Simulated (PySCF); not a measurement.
Estimate the missing entries of this data sheet.

C8H7FO2.
SMILES with atom numbers: `[O:1]=[C:2]([OH:3])[CH2:4][c:5]1[cH:6][cH:7][cH:8][c:9]([F:10])[cH:11]1` (hydrogens: H12 on O3; H13, H14 on C4; H15 on C6; H16 on C7; H17 on C8; H18 on C11)

Cartesian coordinates in Å at the PBE0-D3(BJ)/def2-SVP level; atoms count from 1:
```
atom  x, y, z in Å
O1     2.7647    1.2998    0.2660
C2     2.4551    0.1541    0.0681
O3     2.9611   -0.8661    0.7684
C4     1.4385   -0.2966   -0.9517
C5     0.0317   -0.1170   -0.4284
C6    -0.8529   -1.1968   -0.3655
C7    -2.1524   -1.0169    0.1084
C8    -2.5859    0.2372    0.5280
C9    -1.6923    1.3008    0.4635
F10   -2.0930    2.5061    0.8622
C11   -0.3958    1.1461   -0.0052
H12    3.5675   -0.4791    1.4196
H13    1.6146   -1.3466   -1.2164
H14    1.5852    0.3262   -1.8471
H15   -0.5226   -2.1862   -0.6902
H16   -2.8374   -1.8667    0.1530
H17   -3.5966    0.4066    0.9032
H18    0.2785    2.0047   -0.0270
```

```csv
property,level,value
point group,PBE0-D3(BJ)/def2-SVP,?
"rotational constants A, B, C",PBE0-D3(BJ)/def2-SVP,"1.991, 0.703, 0.564 GHz"
dipole moment,CAM-B3LYP/def2-SVPD,?
HOMO energy,CAM-B3LYP/def2-SVPD,-8.53 eV
LUMO energy,CAM-B3LYP/def2-SVPD,0.21 eV
lowest singlet excitation,TDDFT CAM-B3LYP/def2-SVPD,"5.33 eV (233 nm, f = 0.018)"
strongest line among the 10 lowest singlet transitions,TDDFT CAM-B3LYP/def2-SVPD,"S5 at 6.84 eV (181 nm, f = 0.369)"
lowest triplet excitation (Tamm–Dancoff),TDA CAM-B3LYP/def2-SVPD,4.04 eV
static isotropic polarisability,CAM-B3LYP/def2-SVPD,?
electronic spatial extent ⟨r²⟩ about the centre of nuclear charge,CAM-B3LYP/def2-SVPD,1907 bohr²
13C chemical shifts (computed TMS as zero) by class,GIAO HF/pcSseg-2,"182.5 (C2), 172.6 (C9), 148.2 (C5), 141.2 (C7), 132.1 (C6), 124.9 (C11), 123.0 (C8), 38.3 (C4) ppm"
1H chemical shifts (computed TMS as zero) by class,GIAO HF/pcSseg-2,"7.99 (H18), 7.59 (H16), 7.25 (H17), 7.18 (H15), 6.02 (H12), 3.41 (H13/H14) ppm"
"isotropic shieldings of nuclei other than C and H, by class",GIAO HF/pcSseg-2,"-77 (O1), 150 (O3), 342 (F10) ppm"
largest of the computed one-bond spin–spin couplings (means over like bonds),"B3LYP/pcJ-1, spin–dipole term left out for some pairs","19F–13C -315.8 (F10–C9), 13C–1H +172.1 (C11–H18), 13C–1H +170.9 (C8–H17), 13C–1H +168.4 (C7–H16), 13C–1H +168.1 (C6–H15), 13C–1H +138.3 (C4–H13 and 1 like it), 17O–1H -73.7 (O3–H12) Hz"
```

The electronic properties come from PySCF, for the isolated species, density fitting. NMR classes are plain means over equivalent atoms (diastereotopic ones count apart unless rotation or inversion swaps them), as if these changed places fast; in this geometry the members of some classes differ.

Q: Give the static isotropic polarisability.

A: 97.7 au.

Q: What is the point group?

A: C1.

Q: Give the dipole moment.

A: 2.96 D.

The 10 singlets span 5.33 to 7.60 eV, and their oscillator strengths add up to 1.24. The principal polarisabilities are 68.1, 105.0 and 119.9 au; their mean is the isotropic value. The rotational constants make it an asymmetric top with κ = (2B − A − C)/(A − C) = -0.81, nearer the prolate limit (−1).

One conformer stands for the species.

One-bond C–F couplings are unscaled; at this level they come out some 30 % too large in size.
